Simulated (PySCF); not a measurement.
C2H2O, SMILES C1=CO1.

Geometry: PBE0-D3(BJ)/def2-TZVP.

Method: PBE/def2-TZVPD (PySCF).

Symmetry labels are those of the subgroup C2v that the program uses (full group C2v).

Computed valence orbital energies around the gap with their symmetry:
```csv
orbital,symmetry,energy (eV)
HOMO−7,A1,-26.52
HOMO−6,A1,-17.16
HOMO−5,B2,-15.11
HOMO−4,A1,-13.23
HOMO−3,B1,-9.92
HOMO−2,A1,-9.19
HOMO−1,B2,-9.15
HOMO,B1,-4.43
LUMO,A2,-1.56
LUMO+1,A1,-0.06
LUMO+2,A1,0.23
LUMO+3,B2,0.31
```
